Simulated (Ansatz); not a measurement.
Two structures of SiN2H10O, closed shell, reached by relaxing down either side of one saddle point (PBE0-D4/def2-TZVP). Energies are electronic, without zero-point energy. Ansatz 0.2.0; basis: def2-TZVPP and def2-QZVPP; cores frozen in the correlated methods. Extrapolation: Hartree–Fock as exp(−7.88 √X), correlation as X^−2.97. First:

Si1  (-0.349, -0.418, -1.871)
H2  (1.115, -0.678, -1.832)
H3  (-0.876, -0.658, -3.240)
H4  (-0.966, -1.480, -1.001)
N5  (-0.648, 1.199, -1.421)
H6  (0.600, 0.717, 1.510)
O7  (0.647, 1.655, 1.221)
H8  (-0.221, -1.439, 1.038)
N9  (0.257, -1.081, 1.859)
H10  (-1.542, 1.617, -1.619)
H11  (-0.252, 1.540, -0.547)
H12  (1.577, 1.888, 1.222)
H13  (1.042, -1.694, 2.041)
H14  (-0.381, -1.167, 2.641)
(Å)

Second:

```xyz
14
angstrom
Si -0.3121 0.7592 -0.6840
H -0.5631 -3.2118 -0.5076
H 0.6172 -0.2019 -1.3266
H -1.4708 0.0931 -0.0497
N -0.7406 1.8462 -1.9357
H 0.8331 -0.2151 1.8507
O 0.3947 1.5699 0.5784
H -0.2701 -2.7224 -0.0199
N 0.7334 -1.2246 1.8578
H -0.4703 1.6662 -2.8871
H -1.5250 2.4734 -1.8775
H 1.0104 2.2569 0.3154
H 1.6418 -1.6239 2.0582
H 0.1216 -1.4654 2.6275
```

Which bonds change from the first to the second?

SiNH₅ ([NH2][SiH3]) + H₂O + NH₃ → SiNH₅O ([NH2][SiH2][OH]) + NH₃ + H₂; bonds formed: Si1–O7, H2–H8, H6–N9; bonds broken: Si1–H2, H6–O7, H8–N9.

Give the saddle point's structure and its height above each. (Judge from chemistry; the value comes from the calculation.)

By the calculation: 1.318 eV above the first and 1.856 eV above the second (CCSD(T) at an estimated basis limit (MP2 extrapolated from triple and quadruple zeta, plus CCSD(T) − MP2 in triple zeta)).
Si1  (-0.536, 0.057, -0.967)
H2  (-0.408, -1.409, -0.230)
H3  (0.306, -0.492, -2.087)
H4  (-2.022, -0.127, -1.022)
N5  (-0.404, 1.766, -1.577)
H6  (0.630, -0.205, 1.428)
O7  (0.120, 0.674, 0.572)
H8  (0.311, -1.724, 1.033)
N9  (0.815, -1.274, 1.851)
H10  (-0.143, 1.829, -2.550)
H11  (-1.211, 2.360, -1.435)
H12  (0.412, 1.571, 0.362)
H13  (1.785, -1.559, 1.893)
H14  (0.345, -1.468, 2.727)
(Å)

T1 diagnostic: at most 0.011.

Labels in which every atom is bracketed show which atoms are joined, not bond orders.

For scale, one of the runs: CCSD(T)/def2-TZVPP, 275 basis functions, launched by `ansatz run in.yaml --threads 8 --pin off --events-out ev --progress --plain --max-ram 19148MiB`. Hardware: 8 CPU threads of an Arm Neoverse V2, shared host. Wall time 83 s; peak host memory 7.7 GiB.
